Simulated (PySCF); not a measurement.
## [Hg(H2O)4]2+: one run

[Hg(H2O)4]2+ (singlet). PySCF 2.14.0, RKS PBE0, Hg def2-SVP with ECP60, O def2-SVP, H def2-SVP; non-relativistic Hamiltonian with scalar-relativistic core potentials where named; density fitting; no spin-orbit coupling. Purpose: singlet excitations, Tamm-Dancoff PBE0.

```python
mol = gto.M(atom='''
Hg    -0.00002    -0.00000     0.00000
O      1.31186     1.26717     1.32343
H      1.24955     1.33256     2.29051
H      2.10126     1.76061     1.04691
O     -1.31190    -1.32342     1.26717
H     -2.10118    -1.04688     1.76070
H     -1.24959    -2.29045     1.33268
O      1.31186    -1.26717    -1.32343
H      2.10126    -1.76061    -1.04691
H      1.24955    -1.33256    -2.29051
O     -1.31190     1.32342    -1.26717
H     -1.24959     2.29045    -1.33268
H     -2.10118     1.04688    -1.76070''',
    basis={'Hg': 'def2-SVP', 'O': 'def2-SVP', 'H': 'def2-SVP'},
    ecp={'Hg': 'def2-SVP'},
    charge=2, spin=0)
mf = dft.RKS(mol, xc='PBE0')
mf.grids.atom_grid = (50, 194)
mf = mf.density_fit()  # fitting sets: Hg def2-universal-JKFIT, O def2-universal-JKFIT, H def2-universal-JKFIT
mf.conv_tol = 1e-08; mf.max_cycle = 55
mf.kernel(dm0)  # dm0: converged density of the relaxed state
td = mf.TDA(); td.nstates = 8; td.kernel()
```

Run from Python with OMP_NUM_THREADS=2; the lines above give its settings. Where DIIS fails, smearing, a level shift and second-order steps follow.
It took 55 s on 2 threads of Arm Neoverse V1 (shared host), from an already converged density.

(1) Where do the frontier levels lie, over both spins?

(2) What are the Mulliken charges and spins?

(3) Which singlet excitations follow (Tamm-Dancoff, 8 states)?

The geometry was relaxed with PBE0 (Hg def2-SVP with ECP60, O def2-SVP, H def2-SVP).

Answers

(1) HOMO -18.88 eV, LUMO -12.10 eV. 

(2) 
| atom | charge (e) | spin (e) |
| --- | --- | --- |
| Hg1 | 1.052 | 0.000 |
| O2 | -0.301 | 0.000 |
| H3 | 0.270 | 0.000 |
| H4 | 0.269 | 0.000 |
| O5 | -0.301 | 0.000 |
| H6 | 0.269 | 0.000 |
| H7 | 0.270 | 0.000 |
| O8 | -0.301 | 0.000 |
| H9 | 0.269 | 0.000 |
| H10 | 0.270 | 0.000 |
| O11 | -0.301 | 0.000 |
| H12 | 0.270 | 0.000 |
| H13 | 0.269 | 0.000 |

(3) 
```csv
state,eV,oscillator strength
1,5.27,0.0000
2,5.30,0.0086
3,5.36,0.0186
4,5.36,0.0186
5,7.14,0.0903
6,7.16,0.0751
7,7.16,0.0751
8,8.70,0.0000
```
Functionals without range separation put charge-transfer states too low; the basis has no diffuse functions.
